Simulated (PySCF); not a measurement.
# Spin states of CsRb

Unrestricted PBE0; Cs x2c-TZVPall, Rb x2c-TZVPall; spin-free X2C with a Gaussian nucleus (PySCF 2.14). Outer shells of the fragments: Cs 6s1; Rb 5s1.

Followed along the bond (rough minima from three points):

```json
{"2Ms+1": "1", "unpaired": "none", "⟨S²⟩ at the start": "0.00", "R at minimum (Å)": "4.52", "Te (eV)": "0.00"}
{"2Ms+1": "3", "unpaired": "σ ↑, π ↑", "⟨S²⟩ at the start": "2.00", "R at minimum (Å)": "4.36", "Te (eV)": "0.96"}
{"2Ms+1": "1", "unpaired": "σ ↑, π ↓", "⟨S²⟩ at the start": "1.00", "R at minimum (Å)": "4.55", "Te (eV)": "1.24"}
{"2Ms+1": "3", "unpaired": "σ ↑↑", "⟨S²⟩ at the start": "2.00", "R at minimum (Å)": "none in the scan", "Te (eV)": "≤ 0.42"}
```

Solutions found at the starting distance of 4.265 Å, counted from the lowest of them; the search is not exhaustive and high or unbound solutions are not listed, so other states can lie among these:

| 2Ms+1 | unpaired | term | E (eV) | ⟨S²⟩ | ⟨Lz²⟩ | μ (D) |
| --- | --- | --- | --- | --- | --- | --- |
| 1 | none | ¹Σ⁺ | 0.00 | 0.00 | 0.00 | -1.41 |
| 3 | σ ↑↑ | ³Σ⁺ | 0.62 | 2.00 | 0.00 | 0.13 |
| 3 | σ ↑, π ↑ | ³Π | 0.95 | 2.00 | 1.01 | -2.05 |
| 1 | σ ↑, π ↓ | mixed | 1.24 | 1.00 | 1.01 | -1.91 |
| 3 | σ ↑, δ ↑ | ³Δ | 1.79 | 2.00 | 4.00 | 2.22 |
| 1 | σ ↑, δ ↓ | mixed | 1.85 | 1.00 | 4.00 | 2.77 |

A term symbol is given only where ⟨S²⟩ and ⟨Lz²⟩ are close to those of a pure state; real π, δ and φ orbitals otherwise mix terms. A positive dipole means Cs(−)Rb(+).

Spin–orbit coupling is left out. Counting both spins, an empty level lies below a filled one in some of these solutions, because spin and occupation are held.
